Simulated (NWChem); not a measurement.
System: MoO3; SMILES [O]=[Mo](=[O])=[O]

NWChem printed, in part:

```
             Northwest Computational Chemistry Package (NWChem) 7.3.0
             --------------------------------------------------------

                             Geometry "geometry" -> ""
                             -------------------------

 Output coordinates in angstroms (scale by  1.889725989 to convert to a.u.)

  No.       Tag          Charge          X              Y              Z
 ---- ---------------- ---------- -------------- -------------- --------------
    1 Mo                  42.0000     0.09917673    -0.08074133    -0.12194570
    2 O                    8.0000    -1.25221827    -1.01355833     0.10076330
    3 O                    8.0000    -0.27984027     1.41812267    -0.71842570
    4 O                    8.0000     1.01138073     0.01932767     1.25787730

 Effective nuclear repulsion energy (a.u.)     358.9178101170

                                Z-matrix (autoz)
                                --------

 Units are Angstrom for bonds and degrees for angles

      Type          Name      I     J     K     L     M      Value
      ----------- --------  ----- ----- ----- ----- ----- ----------
    1 Stretch                  1     2                       1.65711
    2 Stretch                  1     3                       1.65712
    3 Stretch                  1     4                       1.65712
    4 Bend                     2     1     3               111.77798
    5 Bend                     2     1     4               111.77772
    6 Bend                     3     1     4               111.77747

                           NWChem Geometry Optimization
                           ----------------------------

 maximum gradient threshold         (gmax) =   0.000450
 rms gradient threshold             (grms) =   0.000300
 maximum cartesian step threshold   (xmax) =   0.001800
 rms cartesian step threshold       (xrms) =   0.001200
 fixed trust radius                (trust) =   0.300000
 source of zmatrix                         =   autoz

          -------------------
          Energy Minimization
          -------------------

 Using diagonal initial Hessian
 Scaling for Hessian diagonals: bonds = 1.00  angles = 0.25  torsions = 0.10

          --------
          Step   0

                                 NWChem DFT Module
                                 -----------------

 Summary of "ao basis" -> "ao basis" (spherical)
 ------------------------------------------------------------------------------
       Tag                 Description            Shells   Functions and Types
 ---------------- ------------------------------  ------  ---------------------
 Mo                         def2-svp                11       31   5s3p2d1f
 O                          def2-svp                 6       14   3s2p1d

            General Information
            -------------------
          SCF calculation type: DFT
          Wavefunction type:  closed shell.
          No. of atoms     :     4
          No. of electrons :    38
           Alpha electrons :    19
            Beta electrons :    19
          Charge           :     0
          Spin multiplicity:     1
          Use of symmetry is: off; symmetry adaption is: off
          Maximum number of iterations: 150
          AO basis - number of functions:    73
                     number of shells:    29
          Convergence on energy requested:  1.00D-06
          Convergence on density requested:  1.00D-05
          Convergence on gradient requested:  5.00D-04

              XC Information
              --------------
                     Hartree-Fock (Exact) Exchange  1.000

      Superposition of Atomic Density Guess
      -------------------------------------

 Sum of atomic energies:        -301.36544955

      Non-variational initial energy
      ------------------------------

 Total energy =    -291.443841
 1-e energy   =    -710.015773
 2-e energy   =     274.248202
 HOMO         =      -0.466795
 LUMO         =      -0.143579

   convergence    iter        energy       DeltaE   RMS-Dens  Diis-err
 ---------------- ----- ----------------- --------- --------- ---------
 d= 0,ls=0.0,diis     1   -291.3551735692 -4.36D+02  3.75D-02  4.54D+00
 d= 0,ls=0.0,diis     2   -290.6253529760  7.30D-01  2.33D-02  1.30D+01
 d= 0,ls=0.0,diis     3   -291.8579456586 -1.23D+00  1.68D-03  1.29D-02
 d= 0,ls=0.0,diis     4   -291.8604556218 -2.51D-03  6.43D-04  1.76D-03
 d= 0,ls=0.0,diis     5   -291.8610667571 -6.11D-04  4.95D-04  3.78D-04
  Resetting Diis
 d= 0,ls=0.0,diis     6   -291.8613087224 -2.42D-04  2.70D-04  7.98D-05
 d= 0,ls=0.0,diis     7   -291.8613640415 -5.53D-05  6.26D-05  1.22D-05
 d= 0,ls=0.0,diis     8   -291.8613688681 -4.83D-06  3.37D-05  6.88D-06
 d= 0,ls=0.0,diis     9   -291.8613709148 -2.05D-06  7.12D-05  4.46D-06
 d= 0,ls=0.0,diis    10   -291.8613739627 -3.05D-06  3.78D-05  5.64D-07
 d= 0,ls=0.0,diis    11   -291.8613745438 -5.81D-07  1.18D-05  6.74D-08
 d= 0,ls=0.0,diis    12   -291.8613745970 -5.32D-08  1.86D-06  6.99D-09

         Total DFT energy =     -291.861374597006
      One electron energy =     -712.182629511396
           Coulomb energy =      307.654913318082
    Exchange-Corr. energy =      -31.657388319533
 Nuclear repulsion energy =      144.323729915842

 Numeric. integr. density =        0.000000000000

                       DFT Final Molecular Orbital Analysis
                       ------------------------------------

 Vector   17  Occ=2.000000D+00  E=-4.875164D-01
              MO Center= -2.8D-01,  3.5D-02,  1.5D-01, r^2= 3.1D+00
   Bfn.  Coefficient  Atom+Function         Bfn.  Coefficient  Atom+Function
  ----- ------------  ---------------      ----- ------------  ---------------
    49     -0.335343  3 O  px                35      0.320393  2 O  px
    52     -0.261890  3 O  px                38      0.239175  2 O  px
    65      0.218974  4 O  pz                 7      0.214291  1 Mo py
    37     -0.204758  2 O  pz                64     -0.200813  4 O  py
    68      0.167033  4 O  pz                 6      0.165965  1 Mo px

[...]

      ----------------------
      Optimization converged
      ----------------------

  Step       Energy      Delta E   Gmax     Grms     Xrms     Xmax
  ---- ---------------- -------- -------- -------- -------- --------
@    3    -291.86283973 -1.2D-07  0.00024  0.00017  0.00064  0.00132
                                     ok       ok       ok       ok

                                Z-matrix (autoz)
                                --------

 Units are Angstrom for bonds and degrees for angles

      Type          Name      I     J     K     L     M      Value     Gradient
      ----------- --------  ----- ----- ----- ----- ----- ---------- ----------
    1 Stretch                  1     2                       1.66337   -0.00005
    2 Stretch                  1     3                       1.66337   -0.00004
    3 Stretch                  1     4                       1.66338   -0.00003
    4 Bend                     2     1     3               115.08712    0.00024
    5 Bend                     2     1     4               115.08725    0.00024
    6 Bend                     3     1     4               115.08758    0.00024

                         Geometry "geometry" -> "geometry"
                         ---------------------------------

 Output coordinates in angstroms (scale by  1.889725989 to convert to a.u.)

  No.       Tag          Charge          X              Y              Z
 ---- ---------------- ---------- -------------- -------------- --------------
    1 Mo                  42.0000     0.05223097    -0.04251877    -0.06421833
    2 O                    8.0000    -1.26136790    -1.05284611     0.07893013
    3 O                    8.0000    -0.26663962     1.43473624    -0.75909491
    4 O                    8.0000     1.05427545     0.00377931     1.26265232

 Effective nuclear repulsion energy (a.u.)     356.8746070264

                Final and change from initial internal coordinates
                --------------------------------------------------

                                Z-matrix (autoz)
                                --------

 Units are Angstrom for bonds and degrees for angles

      Type          Name      I     J     K     L     M      Value       Change
      ----------- --------  ----- ----- ----- ----- ----- ---------- ----------
    1 Stretch                  1     2                       1.66337    0.00626
    2 Stretch                  1     3                       1.66337    0.00626
    3 Stretch                  1     4                       1.66338    0.00626
    4 Bend                     2     1     3               115.08712    3.30914
    5 Bend                     2     1     4               115.08725    3.30954
    6 Bend                     3     1     4               115.08758    3.31011

 ==============================================================================
                                internuclear distances
 ------------------------------------------------------------------------------
       center one      |      center two      | atomic units |  angstroms
 ------------------------------------------------------------------------------
    2 O                |   1 Mo               |     3.14331  |     1.66337
    3 O                |   1 Mo               |     3.14332  |     1.66337
    4 O                |   1 Mo               |     3.14333  |     1.66338
 ------------------------------------------------------------------------------
                         number of included internuclear distances:          3
 ==============================================================================
```

Level: Hartree-Fock/def2-SVP with def2 effective core potentials on Mo. def2 effective core potentials on Mo; no spin-orbit coupling.

Q: Which NWChem input produces such a log?

A: Several could match; the one computed here: the input that was run:
```
start job
memory heap 200 mb stack 900 mb global 1100 mb
geometry units angstroms noautosym
  Mo     0.090945    -0.074044    -0.111828
  O     -1.260450    -1.006861     0.110881
  O     -0.288072     1.424820    -0.708308
  O      1.003149     0.026025     1.267995
end
basis spherical
  * library def2-svp
end
ecp
  Mo library def2-ecp
end
dft
  xc hfexch
  iterations 150
end
driver
  maxiter 150
end
task dft optimize
```
